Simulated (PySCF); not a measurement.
# C₆ coefficients of unlike pairs at UHF

Calculated with PySCF 2.14 from the dipole response of each species, C₆(A,B) = (3/π) ∫ α_A(iu) α_B(iu) du, in atomic units, from isotropic polarisabilities. For ions this is the dispersion term alone; charge-induced terms of lower order in 1/R come first.

| species | configuration | basis | relativity | α (bohr³) | C₆ (like pair) |
| --- | --- | --- | --- | --- | --- |
| Br⁺ | [Ar] 3d10 4s2 4p4 (3P) | aug-cc-pVTZ-PP with ECP10MDF (6s5p4d2f) | core potential | 12.32 | 75.65 |
| Li⁺ | 1s2 (1S) | def2-QZVPPD (6s4p2d1f) | none | 0.1424 | 0.04579 |
| Al | [Ne] 3s2 3p1 (2P) | def2-QZVPPD (10s6p5d2f1g) | none | 61.01 | 551.7 |
| Hf | [Xe] 4f14 5d2 6s2 (3F) | aug-cc-pVTZ-PP with one added diffuse shell each of s, p, d, f, g type with ECP60MDF (7s7p6d4f3g) | core potential | 121.8 | 1735 |

(1) Estimate C₆ for Hf with Al.

No spin-orbit coupling is included.

The other pairs:

| pair | C₆ |
| --- | --- |
| Al, Br⁺ | 175.2 |
| Li⁺, Br⁺ | 1.453 |
| Hf, Br⁺ | 301.2 |
| Al, Li⁺ | 2.569 |
| Hf, Li⁺ | 4.502 |

Answers

(1) The integral gives 973.0. The combination rule 2 C_A C_B / (C_A α_B/α_A + C_B α_A/α_B) gives 971.7 and the geometric mean 978.5.
